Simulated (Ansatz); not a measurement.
Reaction (formal hydrolysis of a W–F bond): `[F][W]([F])([F])(=[S])[Cl]` + H₂O → `[OH][W]([F])([F])(=[S])[Cl]` + H–F

Gas-phase electronic energies from Ansatz, PBE0-D4/def2-TZVP geometries. CCSD(T)/CBS adds triple-zeta CCSD(T) − MP2 to the extrapolated MP2 energy (def2 sets, frozen cores). This one scheme is used for every species. Functionals use def2-TZVPP. Elements past krypton have def2 core potentials. For W outer-core shells are correlated without core-valence functions, which leaves a few kJ/mol of doubt a bond. One conformer a species, not always the lowest.

`[F][W]([F])([F])(=[S])[Cl]`:

```xyz
6

F     0.241   -1.630   -0.846
W     0.022    0.023   -0.046
F     1.158    0.625   -1.380
F     0.668    1.466    0.914
S    -1.919    0.591   -0.575
Cl   -0.170   -1.075    1.932
```

H₂O:

Cartesian coordinates in Å:
```
O -0.042 -0.203 -0.329
H -0.731 0.221 0.187
H 0.773 -0.018 0.142
```

`[OH][W]([F])([F])(=[S])[Cl]`:

```xyz
7

O     1.164    0.024    1.003
W    -0.207    0.075   -0.247
F    -0.114    1.963    0.051
F     0.123    0.587   -1.986
S    -0.246   -2.016   -0.688
Cl   -2.276    0.191    0.638
H     1.556   -0.825    1.229
```

H–F:

```xyz
2

F     0.203   -0.303   -0.280
H    -0.203    0.303    0.280
```

```tsv
species	LDA (SPW92) energy (Eh)
`[F][W]([F])([F])(=[S])[Cl]`	-1220.63035
H₂O	-75.90194
`[OH][W]([F])([F])(=[S])[Cl]`	-1196.66046
H–F	-99.83933
```

**Question.** Work out ΔE.

**Answer.** ΔE = (-1196.66046) + (-99.83933) − (-1220.63035) − (-75.90194) = 0.03250 Eh = +85.3 kJ/mol. CCSD(T)/CBS gives +79.3 kJ/mol.

**Question.** What do rigid-rotor, harmonic-oscillator terms from PBE0-D4/def2-TZVP frequencies (298.15 K, 1 bar) make of the CCSD(T)/CBS value? (Estimate.)

**Answer.** The calculation gave: ΔZPE = -1.4 kJ/mol, ΔH = +77.9 kJ/mol, ΔS = -3 J/(mol·K), ΔG = +78.8 kJ/mol.

Largest T1 diagnostic among the species: 0.022, so the coupled-cluster value is less sure than usual.

In def2-TZVPP, CCSD(T) changes the Hartree–Fock value by −27.7 kJ/mol (the triples alone add −6.9 kJ/mol) and MP2 by −37.0 kJ/mol. From BLYP to BHLYP (50 % exact exchange), in def2-TZVPP and without D4, ΔE moves by +3.0 kJ/mol. The D4 term adds −4.0 kJ/mol with B3LYP and −2.2 kJ/mol with PBE0; it sums over pairs of atoms, weighted by their polarisabilities, and B3LYP, whose exchange is more repulsive, gets the larger term.

B3LYP here is the variant with VWN-RPA as its local correlation; programs differ in this.
